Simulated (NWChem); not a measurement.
Species: CrNH2SOCl; SMILES [NH2][Cr](=[O])(=[S])[Cl]

```xyz
7

Cr    -0.2753     0.1011     0.1009
O     -0.9886     0.1885     1.4451
S      1.1113     1.4944    -0.0749
Cl     0.6305    -1.8318    -0.0915
N     -1.4651     0.3338    -1.1673
H     -2.4588     0.2143    -0.9817
H     -1.2707     0.7431    -2.0776
```
Atoms are numbered in this order, from 1.

Program: NWChem. Pople sets run with spherical d functions. Structure relaxed at the PBE0/def2-SVP level. No frequency run checked for a minimum.

What does the run give for PBE0/6-31G*? Quantities: highest occupied level (eV); orbital gap (eV); dipole (D).


```
Property                     Result
---------------------------  ------
highest occupied level (eV)   -7.90
orbital gap (eV)               3.95
dipole (D)                     4.08
```
